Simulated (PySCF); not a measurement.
BFH5Si2 (calculated)

All values are calculated (PySCF 2.14.0). Calculation on a computer-drawn molecule: optimised geometry and harmonic frequencies of an isolated molecule of the commonest isotopes, restricted reference for singlets and unrestricted otherwise, frozen core in MP2.

BFH5Si2

Start structure:
```xyz
9
BFH5Si2
F     -2.2903     0.2367     0.3588
B     -1.0722    -0.0896    -0.0945
Si     0.4847     0.3029     0.9071
Si     1.4774     2.4033     1.5068
H     -1.0890    -0.4781    -1.2583
H      1.0381    -0.9036     1.4978
H      1.4658     2.4588     3.0372
H      2.8427     2.3741     1.0001
H      0.5712     3.4793     0.9270
```

- charge: 1
- multiplicity: 1
- method: HF
- basis: cc-pV(D+d)Z
- rotational constants: 10.78, 1.567, 1.459 GHz
- total energy: -704.6487 hartree
- convergence status largest gradient component: 3.931e-05 hartree/bohr

Drawn bonds:
```tsv
atom	other atom	order
1	2	1
2	3	1
3	4	1
2	5	1
3	6	1
4	7	1
4	8	1
4	9	1
```

Optimised structure:
```xyz
9
BFH5Si2
F     -2.3410     0.0096     0.4228
B     -1.1880    -0.0642    -0.1865
Si     0.4728     0.3296     0.9998
Si     1.4928     2.4489     1.5401
H     -1.0851    -0.3296    -1.3413
H      1.1102    -0.8760     1.5635
H      1.4355     2.4809     3.0098
H      2.8531     2.3098     0.9965
H      0.6782     3.4748     0.8771
```

Modes:
```tsv
frequency (cm⁻¹)	reduced mass (dalton)
36.81	1.144
56.1	4.711
129.5	2.825
220.3	3.545
365.5	3.529
415.1	1.312
524.7	1.15
546.8	2.06
633.4	1.846
748.5	1.339
880.9	1.353
944.9	1.165
994.4	1.038
1004	1.038
1133	1.24
1359	8.158
2358	1.019
2364	1.039
2380	1.054
2396	1.053
2815	1.095
```
